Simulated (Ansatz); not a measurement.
Basis sets compared for Si₅W₄. The state is a singlet with charge 0. Geometry PBE-D4/def2-SVP. Ansatz on 4 threads of Intel Xeon on a shared host; times are rough, and most runs start from earlier orbitals.

```tsv
atom	x (Å)	y (Å)	z (Å)
W1	-0.3366	0.9640	-2.0509
W2	1.0992	1.7275	-0.2667
W3	-1.6104	1.2525	-0.0169
W4	-1.1525	-1.1654	-1.2518
Si5	-0.0453	1.0578	1.8599
Si6	1.3472	-0.6416	-1.1826
Si7	-1.5280	-0.8764	1.2069
Si8	0.3552	-2.1435	0.5126
Si9	1.8712	-0.1749	1.1894
```

In the def2 sets W takes a core potential; there is no spin–orbit coupling. The restricted singlet is unstable towards broken spin symmetry in Hartree–Fock (as tested in another run); at PBE-D4/def2-SVP, PBE-D4/def2-TZVP, PBE0-D4/def2-SVP, PBE0-D4/def2-TZVP this wasn't settled. The structure comes from a short search, and lower isomers may exist.

```csv
level,functions,energy (Eh),HOMO (eV),LUMO (eV),wall time
PBE-D4/def2-SVP,218,-1714.8928,-4.02,-3.38,14 s
PBE0-D4/def2-SVP,218,-1714.7130,-4.71,-2.77,26 s
```

**Question.** Estimate the rows for PBE-D4/def2-TZVP, PBE0-D4/def2-TZVP.

**Answer.** 
| level | functions | energy (Eh) | HOMO (eV) | LUMO (eV) | wall time |
| --- | --- | --- | --- | --- | --- |
| PBE-D4/def2-TZVP | 345 | -1715.4448 | -3.87 | -3.35 | 24 s |
| PBE0-D4/def2-TZVP | 345 | -1715.2682 | -4.52 | -2.71 | 80 s |
